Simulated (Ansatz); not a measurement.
CH₇B₂FSi (`B[SiH2]C(B)F`) from Hartree–Fock to CCSD(T)

Z-matrix (Å, degrees):
```
Si
C 1 1.969
B 1 2.017 2 79.8
H 1 1.490 2 109.8 3 117.7
H 1 1.485 2 110.0 3 -122.9
F 2 1.458 1 96.5 3 -8.3
B 2 1.497 1 96.9 3 -127.8
H 2 1.087 1 109.8 3 101.8
H 3 1.194 1 118.4 2 -91.6
H 3 1.193 1 120.0 2 104.8
H 7 1.196 2 115.7 1 -85.1
H 7 1.193 2 122.2 1 88.4
```

Charge 0, multiplicity 1. The structure was optimised at the PBE0-D4/def2-TZVP level. It is one conformer, not always the lowest. Frozen core, restricted reference, the Gaussian-basis code of Ansatz. CBS rows extrapolate triple and quadruple zeta; past MP2 they add the triple-zeta difference.

```csv
basis,HF (Eh),MP2 corr.
def2-TZVPP,-479.68654,-0.75676
def2-QZVPP,-479.70390,-0.81364
```

Estimate the CCSD correlation energy and the (T) correction in each basis where they were run (hartree).


```csv
basis,CCSD corr.,(T)
def2-TZVPP,-0.81229,-0.03040
CBS(def2),-0.91130,as TZ
```
